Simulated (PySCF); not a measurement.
The multiplicity is imposed and other spin states were not computed.

# [Ti(F)3(N(CH3)2)] (charge 0, multiplicity 1)

Level of theory: PySCF with TPSSh-D3(BJ)/def2-TZVP // PBE-D3(BJ)/def2-SVP.

HOMO: -6.67 eV
dipole moment: 3.38 D
HOMO–LUMO gap: 3.88 eV
LUMO: -2.79 eV
charge on the central atom (Mulliken): 1.50 e
charge on the central atom (meta-Löwdin): 1.51 e
total energy: -34940.73 eV
cost: very roughly 13 core-minutes

```xyz
13

Ti     0.2326     0.0187    -0.0350
F     -0.0381    -0.4524    -1.7128
F     -0.7112     1.4760     0.3115
F     -0.1477    -1.2055     1.1763
N      2.0432     0.4332     0.1417
C      2.7226     0.3604     1.4198
C      2.8226     0.9604    -0.9606
H      3.6390    -0.2720     1.3523
H      3.0348     1.3690     1.7794
H      2.0602    -0.0901     2.1864
H      3.1430     2.0123    -0.7736
H      3.7430     0.3529    -1.1287
H      2.2314     0.9406    -1.8983
```
